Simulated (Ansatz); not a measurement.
Ansatz (an electronic-structure program) job for Be₂O, SMILES [Be][O][Be] (connectivity only; charge and spin as stated), neutral, multiplicity 1, ωB97X-V/def2-TZVPD. The structure is a stationary point at B3LYP-D3(BJ)/def2-TZVPD. A frequency run showed that this geometry is not a minimum.

Ansatz 0.2 input:
```yaml
crystal:
  periodic: [false, false, false]
  atoms:
    - {symbol: Be, position_ang: [0.00000000, 0.00000000, -1.40491684]}
    - {symbol: O, position_ang: [0.00000000, 0.00000000, 0.00000000]}
    - {symbol: Be, position_ang: [0.00000000, 0.00000000, 1.40491684]}
basis:
  gaussian:
    orbitals: def2-TZVPD
hamiltonian:
  xc: {name: wB97X-V}
```

It prints:

```
WARN ansatz: RAYON_NUM_THREADS=1 ignored (pool sized by the plan → 1); use --threads N
Functional definition: wB97X-V
integrals: 0.02 GiB planned
498 factors; their error is unknown
integrals: 0.06 GiB planned
198 factors; integrals over basis functions are off by at most 4.3e-5 eV
mean field: 0.25 GiB planned
mean field evaluation 1: about -2841.1004 eV, gradient 6.1e1 eV
mean field evaluation 2: about -2831.7101 eV, gradient 9.4e1 eV
mean field evaluation 4: about -2847.9138 eV, gradient 9.0e-1 eV
mean field evaluation 8: about -2847.9281 eV, gradient 8.2e-2 eV
mean field evaluation 16: about -2847.9282 eV, gradient 2.6e-5 eV
mean field -2847.92815400 eV, -104.6594292644 hartree, gradient 2.6e-5 eV, S^2 0.000000; 0 other end points of the search recorded, 0 dependent functions left out
reference -2847.92815229 eV, -104.6594292016 hartree; 8, 8 occupied and 76, 76 virtual orbitals, 498 factors
Total energy: -2847.92815229 eV, -104.6594292016 hartree
```

Self-consistency was reached.

Cost: about 2.2 core-seconds (a rough figure).
